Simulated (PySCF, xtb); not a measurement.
Te(SMe)2 (C2H6S2Te), SMILES CS[Te]SC. One conformer was computed; it need not be the lowest.

Harmonic wavenumbers (cm⁻¹) from xtb 6.7.1 with GFN2-xTB at its own minimum, in rising order: 39, 59, 100, 108, 146, 171, 187, 329, 367, 701, 708, 935, 938, 939, 941, 1310, 1317, 1440, 1445, 1450, 1457, 3028, 3033, 3037, 3041, 3055, 3057.

Problem. What does B3LYP-D3(BJ)/def2-SVP run with PySCF give at its own minimum? (An estimate is asked for; the answer gives what the named calculation found.)

Solution. 53, 65, 111, 133, 164, 184, 202, 324, 348, 690, 692, 955, 955, 958, 959, 1320, 1328, 1436, 1440, 1450, 1455, 3038, 3040, 3140, 3142, 3156, 3158. Paired by order, the mean absolute difference is 25 cm⁻¹ and the zero-point energies are 47.7 and 48.5 kcal/mol.
